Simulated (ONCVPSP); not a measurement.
# Mo, ONCV: configuration errors across variants

- Element: Mo (Z = 42)
- Generator: ONCVPSP 4.0.1
- Type: optimised norm-conserving Vanderbilt (ONCV)
- Functional: PBEsol
- Relativity: scalar-relativistic
- Frozen core: [Ar] 3d10
- Valence charge: 14
- Reference configuration: 4s2 4p6 4d5 5s1
- Partial waves: 4s+5s: rc 1.80 bohr, ncon 4, nbas 7, qcut 6.9 1/bohr, 2 projectors; 4p: rc 1.35 bohr, ncon 3, nbas 8, qcut 6.6 1/bohr, 2 projectors, debl 3.2 Ha; 4d: rc 2.10 bohr, ncon 3, nbas 8, qcut 6.7 1/bohr, 2 projectors, debl 1.9 Ha
- Local potential: polynomial inside 1.20 bohr (lpopt 5, dvloc0 0 Ha)
- Core correction: none

All-electron excitation energies from the reference (eV): (1) 4s2 4p6 4d5 5s0 6.905; (2) 4s2 4p6 4d4 5s0 22.360; (3) 4s2 4p6 4d3 5s0 49.085; (4) 4s1 4p6 4d5 5s1 70.162.

Errors AE − PS in meV (a dash: test not solved or not reliable):

```csv
change,(1),(2),(3),(4),bound ghosts,GHOST(+) flags above zero
base,-1.3,-1.3,+14,-193,none,none
"local potential polynomial inside 1.20 bohr (lpopt 5, dvloc0 -2 Ha)",-1.3,-1.3,+14,-193,none,s
"local potential polynomial inside 1.20 bohr (lpopt 5, dvloc0 -1 Ha)",-1.3,-1.3,+14,-193,none,s
"local potential polynomial inside 1.20 bohr (lpopt 5, dvloc0 2 Ha)",-1.3,-1.3,+14,-193,none,s
"local potential polynomial inside 1.20 bohr (lpopt 5, dvloc0 2.5 Ha)",-1.3,-1.3,+14,-193,none,s
"local potential polynomial inside 1.20 bohr (lpopt 5, dvloc0 4 Ha)",-1.3,-1.6,+13,-194,none,none
"local potential polynomial inside 1.20 bohr (lpopt 5, dvloc0 5 Ha)",-1.3,-0.9,+14,-194,none,none
"local potential polynomial inside 1.20 bohr (lpopt 5, dvloc0 7 Ha)",-1.3,-1.2,+14,-193,none,none
"local potential polynomial inside 1.20 bohr (lpopt 5, dvloc0 9 Ha)",-1.3,-1.1,+14,-192,none,none
```

Give the same row for: local potential polynomial inside 1.20 bohr (lpopt 5, dvloc0 8 Ha).

-1.3, -1.2, +14, -194; bound ghosts: none; GHOST(+) flags above zero: none.
